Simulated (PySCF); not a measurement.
Geometry:
```
atom   x (Å)   y (Å)   z (Å)
 Al1  -0.304   1.341  -1.919
  H2  -1.730   0.785  -2.322
  H3   0.557   2.379  -2.756
  S4  -0.391   2.161   0.315
 Al5  -1.312   0.260   1.391
  H6  -1.915  -0.703   0.283
  H7  -2.073   0.747   2.695
  S8   0.811  -0.579   2.030
 Al9   1.239  -2.006   0.166
 H10   2.773  -2.401   0.237
 H11   0.026  -3.011   0.012
 S12   1.151  -0.502  -1.654
 H13  -1.546   2.856   0.197
 H14   0.355  -1.547   2.858
 H15   2.325   0.145  -1.490
```

PySCF calculation with shieldings: GIAO B3LYP/pcSseg-1 (pcSseg-2 on Al) and PBE0-D3(BJ)/def2-SVP geometry; single conformer, no relativistic terms, averaged over atoms made equivalent by symmetry, fast rotation or ring inversion, no solvent model.

Shifts are taken against calculated references (same method and geometry level): 1H vs TMS; 27Al against [Al(H2O)6]3+; 33S against CS2.

```csv
atoms,nucleus,count,δ (ppm)
Al1/Al5/Al9,27Al,3,161.9
H13/H14/H15,1H,3,?
H2/H3/H6/H7/H10/H11,1H,6,4.57
S4/S8/S12,33S,3,?
```

Estimate the values marked ?.

Answers


- H13/H14/H15: 0.88 ppm, hydrogen on a sulfur bonded to 2 Al
- S4/S8/S12: -219 ppm, sulfur bonded to 2 Al, H

Exchangeable OH/NH protons stand at their gas-phase positions; hydrogen bonding in a real sample shifts them, mostly to higher δ. Hydrides on Al or Ga are broadened by the quadrupolar metal nucleus. The averaged S atoms aren't alike in the static structure (σ from 689 to 712 ppm); the average presumes fast exchange among these sites.
